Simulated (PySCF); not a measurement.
C$_{4}$CoO$_{4}$, doublet, geometry from GFN2-xTB (such geometries of metal compounds can be far from the true shape) (the multiplicity is a formal guess).

PySCF was given this input:
```python
from pyscf import gto, scf, dft

mol = gto.M(
    atom='''
Co   -0.00000000    0.00000000   -0.00000000
O     1.34380130    1.24503415   -2.27102784
C     0.86099741    0.75018521   -1.36126207
O    -0.10742565   -1.32367666    2.59804143
C    -0.01698677   -0.80387044    1.58449758
O    -0.43982013   -2.49503246   -1.44735991
C    -0.31409387   -1.50642719   -0.88834170
O    -0.79655552    2.57367497    1.12034632
C    -0.52991678    1.56011242    0.66510619
''',
    basis='def2-svp',
    spin=1,
    verbose=4,
)

mf = dft.UKS(mol)
mf.xc = 'b3lyp5'
mf = mf.density_fit(auxbasis='def2-universal-jkfit')
mf.kernel()
```

Question: What does this run give for the number of basis functions, nuclear repulsion energy, total energy?

Answer: 
The number of basis functions comes out as 143. The nuclear repulsion energy is 603.3948 Eh. The total energy comes out as -1835.3249 Eh.

These values belong to the state on which the SCF converged, which isn't shown to be the lowest.
